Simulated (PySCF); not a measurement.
First SCF of a structure search on singlet RuO₄, at a hand-made tetrahedral geometry. PySCF input:

```python
from pyscf import gto, scf, dft
mol = gto.M(atom='''
Ru     0.000000     0.000000     0.000000
O      0.987330     0.987200     0.987330
O     -0.987330     0.987200    -0.987330
O      0.987330    -0.987200    -0.987330
O     -0.987330    -0.987200     0.987330''',
    basis={'Ru': 'def2-TZVP', 'O': 'def2-TZVP'},
    ecp={'Ru': 'def2-TZVP'},
    charge=0, spin=0)
mf = dft.RKS(mol, xc='B3LYP')
mf.grids.atom_grid = (50, 194)
aux = {'Ru': 'def2-universal-JKFIT', 'O': 'def2-universal-JKFIT'}
mf = mf.density_fit(auxbasis=aux)
mf.conv_tol = 1e-08
mf.diis_space = 10
mf.max_cycle = 60
mf.init_guess = 'minao'
mf.verbose = 4
mf.kernel()
```

Excerpt of the output (cycles and frontier levels):

```
init E= -388.056210222049
  HOMO = -0.681448937389868  LUMO = -0.531044265589477  gap/eV = 4.09272
cycle= 1 E= -395.598457757278  delta_E= -7.54  |g|= 1.36  |ddm|=  4.5
  HOMO = -0.257960320372775  LUMO = -0.183830306007929  gap/eV = 2.01718
cycle= 2 E= -392.984339332769  delta_E= 2.61  |g|= 4.13  |ddm|= 2.37
  HOMO = -0.324419910530903  LUMO = -0.140815144134955  gap/eV = 4.99614
cycle= 3 E= -395.8297558619  delta_E= -2.85  |g|= 0.604  |ddm|= 2.11
  HOMO = -0.382908597230986  LUMO = -0.220903311335629  gap/eV = 4.40839
cycle= 4 E= -395.892834267011  delta_E= -0.0631  |g|= 0.0926  |ddm|= 0.383
  HOMO = -0.373746963941246  LUMO = -0.207776944809186  gap/eV = 4.51627
cycle= 5 E= -395.894421675845  delta_E= -0.00159  |g|= 0.00933  |ddm|= 0.0574
  HOMO = -0.374310397681995  LUMO = -0.208506586522411  gap/eV = 4.51175
cycle= 6 E= -395.894437679688  delta_E= -1.6e-05  |g|= 0.000701  |ddm|= 0.00604
  HOMO = -0.37431693064288  LUMO = -0.208538251400352  gap/eV = 4.51107
cycle= 7 E= -395.894437776847  delta_E= -9.72e-08  |g|= 0.000262  |ddm|= 0.000582
  HOMO = -0.374313791800214  LUMO = -0.208533217221479  gap/eV = 4.51112
cycle= 8 E= -395.894437790464  delta_E= -1.36e-08  |g|= 8.66e-06  |ddm|= 0.000162
  HOMO = -0.374314882768241  LUMO = -0.208535091452606  gap/eV = 4.51110
cycle= 9 E= -395.894437790507  delta_E= -4.32e-11  |g|= 8.16e-07  |ddm|= 1.43e-05
  HOMO = -0.374314671558561  LUMO = -0.208534852496713  gap/eV = 4.51110
Extra cycle  E= -395.894437790505  delta_E= 2.27e-12  |g|= 8.33e-07  |ddm|= 1.67e-06
converged SCF energy = -395.894437790505
```

No lower solution of this spin was found from smeared starts or by a stability analysis within the restricted form, which does not test spin polarisation.

The search for the lowest solution, 3 starts and the stability check together, took 18 s on 4 threads of a shared Arm Neoverse V2 host, with 164 basis functions; the process peaked at 0.73 GiB.
